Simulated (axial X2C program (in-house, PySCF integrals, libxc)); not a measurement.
## Low determinants of InH at the PBE0 level, two-component

All values were computed with an in-house all-electron X2C program for linear molecules (integrals from PySCF). Two-component (2c) means X2C with spin–orbit coupling and atomic mean-field two-electron Coulomb and Gaunt terms. Basis: In dyall-cv3z [11s12p9d4f1g], H dyall-v3z [6s2p1d] (cores contracted in-house); Gaussian nuclei, density fitting, unrestricted open shells. Masses: In 114.904 u, H 1.008 u.

Search at 1.851 Å (vertical energies from the lowest determinant):

```csv
ΔE (eV),state,electrons beyond evenly filled partner blocks,"electrons in ±ω = 1/2, 3/2, 5/2, 7/2"
0.00,Ω = 0,none,32 14 4 0
2.14,Ω = 2,"ω = 1/2, ω = 3/2",31 15 4 0
2.24,Ω = 1,2 × ω = 1/2,32 14 4 0
2.43,Ω = 1,"ω = -1/2, ω = 3/2",31 15 4 0
6.57,Ω = 0,none,30 16 4 0
```

Lowest determinant, Ω = 0 (closed shell): Re = 1.849 Å, ωe = 1461.9 cm⁻¹.

The determinant in row 2 of the search, Ω = 2 (⟨Sz⟩ = 1.00, ⟨Lz⟩ = 1.00 at PBE0), was followed along the bond at PBE0; measured from the minimum of the lowest determinant it gives:

Te = 2.116 eV (17064 cm⁻¹), Re = 1.773 Å, ωe = 1452.1 cm⁻¹.

The determinant in row 3 of the search, Ω = 1 (⟨Sz⟩ = 0.00, ⟨Lz⟩ = 1.00 at PBE0), was followed along the bond at PBE0; measured from the minimum of the lowest determinant it gives:

Te = 2.234 eV (18019 cm⁻¹), Re = 1.819 Å, ωe = 1205.2 cm⁻¹.

Compare the bond of the determinant in row 2 with that of the lowest one.

At PBE0 its Re is 0.076 Å shorter and its force constant, which goes as ωe², is 0.99 times that of the lowest determinant. T0 ≈ Te + Δωe/2 = 17064 + (-5) = 17059 cm⁻¹.

The search compares states at one distance, so a state with another bond length can lie lower; it is not exhaustive and yields mostly the lowest determinant of each block pattern, so other components and higher states of one pattern are missing. These are energies of single determinants, not of spin-adapted states; PBE0 term energies can be off by some tenths of an eV, and the functional has no current term. Open-shell Ω = 0 determinants with evenly filled partner blocks cannot be reached by this program, so the Ω shown need not be the lowest component.
